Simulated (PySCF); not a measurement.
C₃H₇B, SMILES C=CBC. Atoms are numbered in the order given.

```xyz
11

B     -0.7478     0.6285     0.0000
H     -1.8725     1.0842     0.0000
C      0.4419     1.6492     0.0000
H      1.4571     1.2246     0.0000
H      0.3441     2.3191     0.8748
H      0.3441     2.3191    -0.8748
C     -0.5902    -0.9195     0.0000
C      0.6010    -1.5477     0.0000
H     -1.4870    -1.5530     0.0000
H      0.6944    -2.6400     0.0000
H      1.5429    -0.9883     0.0000
```
Charge 0, spin multiplicity 1.

Geometry: B3LYP-D3(BJ)/def2-SVP. This is a generated structure with no PubChem entry under its InChIKey; it may be hypothetical. One conformer was computed; it need not be the lowest.

The numbers are results of PBE/pcSseg-1 run with PySCF, not measurements.

GIAO shieldings, no solvent; atoms listed in one row are averaged. δ = σ(ref) − σ: ¹¹B against BF3 (σ = 83.9 ppm); ¹H against TMS (σ = 31.49 ppm); ¹³C against TMS (σ = 182.0 ppm), references at their B3LYP-D3(BJ)/def2-TZVP geometries, non-relativistic.

```csv
nucleus,atoms,count,δ (ppm)
¹¹B,B1,1,62.6
¹H,H9,1,7.67
¹H,H2,1,7.29
¹H,H11,1,7.27
¹H,H10,1,7.00
¹H,"H4, H5, H6",3,1.39
¹³C,C8,1,152.8
¹³C,C7,1,151.9
¹³C,C3,1,12.1
```
